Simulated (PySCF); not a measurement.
Computed structure and properties of [HfF2]2+

System: [HfF2]2+ (singlet); start: template (C2v). Method: PySCF 2.14.0, RKS PBE0, Hf def2-SVP with ECP60, F def2-SVP; non-relativistic Hamiltonian with scalar-relativistic core potentials where named; density fitting; no spin-orbit coupling.

Input of the relaxation:

```python
mol = gto.M(atom='''
Hf     0.00000     0.00000    -0.13229
F      1.69560    -0.00000     0.62651
F     -1.69560     0.00000     0.62651''',
    basis={'Hf': 'def2-SVP', 'F': 'def2-SVP'},
    ecp={'Hf': 'def2-SVP'},
    charge=2, spin=0)
mf = dft.RKS(mol, xc='PBE0')
mf.grids.atom_grid = (50, 194)
mf = mf.density_fit()  # fitting sets: Hf def2-universal-JKFIT, F def2-universal-JKFIT
mf.conv_tol = 1e-08; mf.max_cycle = 55
mf.kernel(dm0)  # dm0: converged density of the start geometry
# quasi-Newton relaxation in Cartesian coordinates to a largest gradient under 0.00045 Eh/bohr, steps kept in the point group
```

Run from Python with OMP_NUM_THREADS=2; the lines above give its settings. Where DIIS fails, smearing, a level shift and second-order steps follow.
It took 4.9 s on 2 threads of Arm Neoverse V2, on a shared host, from the converged density of the start.

Course of the relaxation:

```json
{"step": "0", "energy above end (eV)": "0.4921", "largest force component within the symmetry (eV/Å)": "1.724"}
{"step": "1", "energy above end (eV)": "0.2367", "largest force component within the symmetry (eV/Å)": "0.744"}
{"step": "2", "energy above end (eV)": "0.0451", "largest force component within the symmetry (eV/Å)": "0.888"}
{"step": "3", "energy above end (eV)": "0.0019", "largest force component within the symmetry (eV/Å)": "0.367"}
{"step": "4", "energy above end (eV)": "0.0008", "largest force component within the symmetry (eV/Å)": "0.238"}
{"step": "5", "energy above end (eV)": "0.0000", "largest force component within the symmetry (eV/Å)": "0.003"}
```

Relaxed geometry (C2v):

```xyz
3

Hf    0.0000    0.0000   -0.3853
F     1.3919    0.0000    0.7530
F    -1.3919    0.0000    0.7530
```

| contact | Å |
| --- | --- |
| Hf1–F2 (F) | 1.798 |
| Hf1–F3 (F) | 1.798 |

On the finer grid (75, 302):

* HOMO: -25.14 eV
* LUMO: -17.14 eV
* Dipole about the centre of mass: 5.24 D
* Set of Mulliken populations of Hf1 outside the core potential: s 2.13, p 6.10, d 1.46, f 0.16
* D3(BJ) dispersion energy (not in the energies): -0.028 eV

| atom | Mulliken (e) | Löwdin (e) | spin (e) |
| --- | --- | --- | --- |
| Hf1 | 2.15 | 1.75 | 0.00 |
| F2 | -0.07 | 0.12 | 0.00 |
| F3 | -0.07 | 0.12 | 0.00 |

On the grid (50, 194), as all that follows. Harmonic modes: a minimum; lowest 213 cm⁻¹ (negative: unstable), highest 834 cm⁻¹, zero-point energy 0.116 eV.

Taking off one F (charge -1, singlet; the rest: singlet) in vacuum, both parts rigid, costs 27.58 eV; the small basis without counterpoise inflates it. Most of it is the attraction of opposite charges; other ways to part are cheaper, and one spin state was tried for the rest.

Rigid scan of F along the line from its metal:

(distance to F2 (Å), energy (eV)): (1.50, 3.246), (1.60, 1.208), (1.70, 0.255), (1.80, 0.000), (1.90, 0.184), (2.00, 0.629), (2.20, 1.881)

One start shape was tried, so this needn't be the lowest isomer.
